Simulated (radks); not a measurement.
Problem. These are the eigenvalues of the occupied orbitals of an atom or ion with whole-number occupations (hartree). Calculated with a radial shooting solver on a logarithmic mesh with Libxc functionals: Dirac Kohn-Sham, BLYP, spin-unpolarised, spherical densities, point nucleus.

1s1/2: -2793.984
2s1/2: -488.3759
2p1/2: -467.7892
2p3/2: -407.9505
3s1/2: -114.1959
3p1/2: -104.9836
3p3/2: -91.88193
3d3/2: -76.51735
3d5/2: -73.68642
4s1/2: -24.33811
4p1/2: -20.45357
4p3/2: -17.35330
4d3/2: -10.99127
4d5/2: -10.41601
5s1/2: -3.57892
5p1/2: -2.35923
4f5/2: -2.32457
4f7/2: -2.20994
5p3/2: -1.85895
5d3/2: -0.27941
5d5/2: -0.23478
6s1/2: -0.22871

Which element is it, and in what charge state? The configuration may be excited. Open shells, if any, fill j = l - 1/2 first.

Solution. Z = 77, iridium, charge 0: Ir in [Xe] 4f14 5d7 6s2. The list shows which subshells hold electrons but not how many an open one holds; the 1s level, -2794 hartree, gives Z - s = 74.8 by -(Z - s)^2/2, which with screening and relativity narrows Z to a few neighbours, and the depths of the outer levels then fix element, charge and occupations together.
